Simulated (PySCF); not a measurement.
Here is a job for PySCF.
```python
from pyscf import gto, scf, mp

mol = gto.M(
    atom='''
C    -0.000000   -0.000000   -0.159079
H     0.000000    0.000000    0.954475
''',
    basis='def2-sv(p)',
    charge=0,
    spin=1,
    verbose=4,
)

mf = scf.UHF(mol)
mf.kernel()

pt = mp.MP2(mf, frozen=1)
pt.kernel()
print('E(MP2) = %.10f' % pt.e_tot)
```

Problem. What does this run give for the SCF-reference Mulliken (on the basis functions themselves) charges in atom order, total energy, number of basis functions, SCF-reference dipole moment, nuclear repulsion energy?

Solution. 
- SCF-reference Mulliken (on the basis functions themselves) charges in atom order: C1 -0.12, H2 0.12
- total energy: -38.3019 Eh
- number of basis functions: 16
- SCF-reference dipole moment: 1.72 D
- nuclear repulsion energy: 2.8513 Eh

These values belong to the state on which the SCF converged, which isn't shown to be the lowest.
